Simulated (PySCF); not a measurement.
Gas-phase reaction: 2 GaH2Cl + N2 = GaCl2NH2 + NH + GaH

Method: PySCF energies (xtb for GFN2) plus ideal-gas RRHO corrections (1 bar). † marks an energy on the PBE0/def2-TZVP geometry and frequencies; other levels use their own. Open shells (unrestricted): NH (multiplicity 3); the rest are closed-shell singlets. GFN2 has no spin-polarisation term. Ga: all electrons, no relativistic terms. GaH2Cl, GaCl2NH2, GaH: computed as isolated molecules; such fragments, hydroxides, amides, oligomers or adducts are transient or little studied in the gas. Warning, point group unlike the PBE0 one: GaCl2NH2 (GFN2-xTB).

ωB97M-V/def2-TZVP† gives ΔH°(298 K) = 368 kJ.

**Question.** What do M06-2X/def2-TZVP†, GFN2-xTB, ωB97X-V/def2-TZVP† give?

**Answer.** M06-2X/def2-TZVP†: 349 kJ; GFN2-xTB: 357 kJ; ωB97X-V/def2-TZVP†: 379 kJ. For scale, ΔH°(298 K) is 368 kJ at this level, 379 kJ at ωB97X-V/def2-TZVP†, and runs from 246 to 408 kJ over the 20 levels computed.
